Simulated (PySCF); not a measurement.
# Zr (zirconium, neutral) across methods

[Kr] 4d2 5s1 6s1, high-spin 5F determinant (an excited configuration). Calculation: PySCF 2.14, in aug-cc-pVTZ-PP with ECP28MDF (6s6p5d3f2g, 88 functions); scalar relativity through the core potential.

| method | E (hartree) | mean ε 5s α (eV) | mean ε 4d α (eV) | mean ε 6s α (eV) | Σ⟨r²⟩ (bohr²) | ⟨S²⟩ |
| --- | --- | --- | --- | --- | --- | --- |
| LDA | -46.4613 | -7.656 | -7.635 | -1.502 | 141.9 | 6.000 |
| PBE | -46.6064 | -7.452 | -7.778 | -1.508 | 145.6 | 6.001 |
| PBE0 | -46.5955 | -8.075 | -9.057 | -1.718 | 147.0 | 6.002 |
| UHF | -46.19226 | -9.535 | -12.389 | -2.100 | 151.2 | 6.006 |
| r2SCAN | -46.6240 | -7.571 | -8.117 | -1.444 | 145.8 | 6.002 |

(1) Estimate the same row for r2SCANh.

Energies and moments cover only the electrons outside the core potential. The outer electron is Rydberg-like, and this basis confines it to a smaller radius and binds it less than a complete one would.

## Answers

(1) E (hartree) = -46.6137; mean ε 5s α (eV) = -7.817; mean ε 4d α (eV) = -8.578; mean ε 6s α (eV) = -1.521; Σ⟨r²⟩ (bohr²) = 145.9; ⟨S²⟩ = 6.002.
